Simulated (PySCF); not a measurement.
## UHF on P(2+) (phosphorus, charge +2)

Configuration: [Ne] 3s2 3p1, 2P determinant. Calculation: PySCF 2.14, in aug-cc-pVQZ-DK (7s6p4d3f2g, 84 functions); the spin-free X2C one-electron Hamiltonian (Gaussian nucleus).

* Total energy: -340.466531 hartree
* One-electron energy: -460.2670 hartree
* Hartree (Coulomb) energy: 141.9235 hartree
* Exchange energy: -22.1230 hartree
* ⟨S²⟩: 0.7633
* ⟨L²⟩: 2.040
* Sum of ⟨r⟩: 9.635 bohr
* Sum of ⟨r²⟩: 14.05 bohr²
* Traceless quadrupole moment −½Σ⟨3z² − r²⟩ along its main axis: -1.87 e·bohr²
* Langevin diamagnetic susceptibility: -11.1 ×10⁻⁶ cm³/mol

```
shell  electrons  mean orbital energy (hartree)  spread (hartree)  rms radius, mean of both spins (bohr)
 1s α          1                      -81.10307                 0                                  0.120
 1s β          1                      -81.09365                 0                                  0.120
 2s α          1                       -8.43534                 0                                  0.559
 2s β          1                       -8.42466                 0                                  0.559
 2p α          3                       -6.28705           0.01866                                  0.539
 2p β          3                       -6.26827           0.02372                                  0.539
 3s α          1                       -1.47580                 0                                   1.89
 3s β          1                       -1.36622                 0                                   1.89
 3p α          1                       -1.10137                 0                                   2.13
```

Densities and radii are taken from the X2C orbitals without a picture-change correction, which distorts them close to the nucleus.

Spin-orbit constants ζ (cm⁻¹) from the X2C one-electron operator on these orbitals: bare nucleus, nucleus screened by l(l+1)(2l+1)/3 electrons, and screened by the Breit-Pauli mean field of the electrons.

```
shell   bare  screened nucleus  mean field
   2p   5478              4747        4419
   3p  414.8             359.5       329.9
```

To first order the Landé constant is A = 329.9 cm⁻¹, so the lowest level has J = 1/2 and lies 0.0409 eV below the centre of the term.
